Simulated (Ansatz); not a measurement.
`[CH3][Sb]([NH2])[OH]` + H₂ → `[CH3][SbH][OH]` + NH₃ at 600 K and 1 bar (hydrogenolysis of the Sb–N bond).

Gas-phase electronic energies from Ansatz, PBE0-D4/def2-TZVP geometries. CCSD(T)/CBS adds triple-zeta CCSD(T) − MP2 to the extrapolated MP2 energy (def2 sets, frozen cores). This one scheme is used for every species. Elements past krypton have def2 core potentials. For Sb outer-core shells are correlated without core-valence functions, which leaves a few kJ/mol of doubt a bond. Each species was taken in one conformer, which may not be the lowest.

```json
{"species": "`[CH3][Sb]([NH2])[OH]`", "CCSD(T)/CBS energy (Eh)": "-411.58619", "H − E (kJ/mol)": "258.1", "S (J/(mol·K))": "446.2"}
{"species": "H₂", "CCSD(T)/CBS energy (Eh)": "-1.17544", "H − E (kJ/mol)": "43.9", "S (J/(mol·K))": "150.8"}
{"species": "`[CH3][SbH][OH]`", "CCSD(T)/CBS energy (Eh)": "-356.25469", "H − E (kJ/mol)": "196.1", "S (J/(mol·K))": "388.5"}
{"species": "NH₃", "CCSD(T)/CBS energy (Eh)": "-56.50880", "H − E (kJ/mol)": "112.4", "S (J/(mol·K))": "219.5"}
```

H − E and S are ideal-gas, rigid-rotor, harmonic terms from PBE0-D4/def2-TZVP, for one conformer and one mirror image of each species. The MP2-based limit puts H₂ 0.8 mEh under its directly extrapolated value; such offsets cancel only in part. 1 Eh = 2625.50 kJ/mol, R = 8.31446 J/(mol·K).

Q: By hand: ΔE, ΔH, ΔS and ΔG.

A: ΔE = (-356.25469) + (-56.50880) − (-411.58619) − (-1.17544) = -0.00186 Eh = -4.9 kJ/mol. Δ(H − E) = 196.1 + 112.4 − 258.1 − 43.9 = 6.5, so ΔH = 1.6 kJ/mol. ΔS = 388.5 + 219.5 − 446.2 − 150.8 = 11.0 J/(mol·K). ΔG = 1.6 − 600 × (11.0)/1000 = -5.0 kJ/mol.

Q: By hand: the equilibrium constant, and the temperature at which ΔG would vanish if ΔH and ΔS stayed fixed.

A: log₁₀ K = −ΔG/(RT ln 10) = 0.4. ΔG = 0 at ΔH/ΔS = 145 K, though so small a ΔH makes that figure unsure.

TΔS isn't small against ΔH here. The sign of ΔG lies within the doubt. A doubt of 5 kJ/mol in ΔE shifts log₁₀ K by 0.4 here. Other conformers and mirror images would add mixing entropy, several J/(mol·K) or more a flexible species. These are equilibria of isolated gas molecules and say nothing of rates. Largest T1 diagnostic: 0.014 (customary marks: 0.02 for closed shells, 0.045 for open ones).
